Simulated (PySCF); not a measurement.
# Dipole moment and polarisability of ZnMeF

Species: ZnMeF, CH3FZn (singlet state).
Geometry (PBE0-D3(BJ)/def2-SVP, Å), atoms numbered from 1 in this order:
```xyz
6
CH3FZn angstrom
Zn    -0.007    0.014   -1.183
C      0.003   -0.004    0.737
H     -0.449    0.916    1.139
H      1.032   -0.077    1.119
H     -0.568   -0.864    1.119
F     -0.011    0.015   -2.930
```

Level: PBE0/def2-SVPD (PySCF), static field, nuclei fixed, core orbitals frozen in the response. The polarisability tensor in these axes (au):

```
x   30.54  0.00  0.07
y    0.00 30.54 -0.13
z    0.07 -0.13 45.86
```

**Question.** Diagonalise the tensor; give its mean and Δα, where Δα² is half the sum of the squared differences of the eigenvalues.

**Answer.** Principal values 30.54, 30.54 and 45.86 au; mean 35.64 au = 5.28 Å³ = 5.88 × 10⁻⁴⁰ C²·m²/J; Δα = 15.32 au (43 % of the mean).

**Question.** What is the dipole moment, and where does it point?

**Answer.** (0.00, 0.01, 2.79) D, 2.79 D in size, pointing from the negative to the positive side. Measured along this direction, the outermost atoms are F6 at the negative end and H3, H4 and H5 at the positive end.

**Question.** How large is μ²/3kT at 298 K beside α?

**Answer.** In Gaussian units μ²/3kT = 62.98 Å³ against 5.28 Å³, a ratio of 11.92; the Debye molar polarisation (4π/3)N_A(α + μ²/3kT) is 172.2 cm³/mol, leaving out the vibrational part.

**Question.** Give the eigenvalues of the traceless quadrupole moment Θ = ½Σq(3rr − r²1), origin at the centre of nuclear charge.

**Answer.** -9.70, 4.85, 4.85 D·Å. The values depend on the origin, since the dipole doesn't vanish. The electronic extent ⟨r²⟩ about the same centre is 307 bohr², a root-mean-square distance of 1.34 Å for the 48 electrons.

**Question.** Molar refractivity from α?

**Answer.** Lorentz–Lorenz: R = (4π/3)N_A α = 2.5225 cm³/(mol·Å³) × 5.28 Å³ = 13.3 cm³/mol, in the limit of long wavelengths.

**Question.** What would n − 1 = 2πNα be for an ideal gas of these molecules at 298.15 K and 1 atm, electronic part alone?

**Answer.** N = p/kT = 2.4615 × 10¹⁹ cm⁻³, so n − 1 = 2π × N × 5.28 × 10⁻²⁴ cm³ = 817 × 10⁻⁶ at long wavelengths.

Isolated species at its PBE0-D3(BJ)/def2-SVP geometry, gas phase.
